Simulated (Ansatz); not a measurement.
`[SH][GeH3]` + Cl• → `[S][GeH3]`• + HCl  (hydrogen abstraction from the S–H bond)

Gas-phase electronic energies from Ansatz, PBE0-D4/def2-TZVP geometries. CCSD(T)/CBS adds triple-zeta CCSD(T) − MP2 to the extrapolated MP2 energy (def2 sets, frozen cores). This one scheme is used for every species, atoms too. Functionals use def2-TZVPP. Open shells (•) are unrestricted, without spin–orbit coupling. Spin–orbit coupling would lower the free atoms: a little for Cl. Bonds to Ge are less sure, by a few kJ/mol each and by 10 to 20 or more in all where they break to atoms, as the def2 sets lack core-valence functions. Scalar relativity is left out up to krypton.

(1) Is it downhill or uphill in electronic energy at CCSD(T)/CBS, and by how much? (An estimate is asked.)

(2) What do these levels give: r2SCANh-D4, PBE0, MP2/def2-SVP, CCSD/def2-SVP, CCSD(T)/def2-SVP, SCS-MP2/def2-TZVPP? (An estimate is asked.)

(3) What do rigid-rotor, harmonic-oscillator terms from PBE0-D4/def2-TZVP frequencies (298.15 K, 1 bar) make of the CCSD(T)/CBS value? (An estimate is asked.)

Largest T1 diagnostic among the species: 0.013.

Answers

(1) Ansatz gave: Downhill: ΔE = -0.55 eV.

(2) The calculation gave: r2SCANh-D4 -0.61, PBE0 -0.60, MP2/def2-SVP -0.44, CCSD/def2-SVP -0.43, CCSD(T)/def2-SVP -0.44, SCS-MP2/def2-TZVPP -0.50 eV.

(3) Ansatz gave: ΔZPE = -0.06 eV, ΔH = -0.60 eV, ΔS = 14 J/(mol·K), ΔG = -0.64 eV. Open shells count their whole term as degenerate.

Leaving LDA and LC-ωPBE aside and taking each functional with its dispersion term where it has one, the values, not all of them listed here, spread over 0.14 eV, from PBE-D4 to BHLYP-D4. LDA lies −0.09 eV from PBE without D4. From BLYP to BHLYP (50 % exact exchange), in def2-TZVPP and without D4, ΔE moves by +0.10 eV. At CCSD(T), def2-SVP lies +0.12 eV from the extrapolated value and def2-TZVPP +0.03 eV.
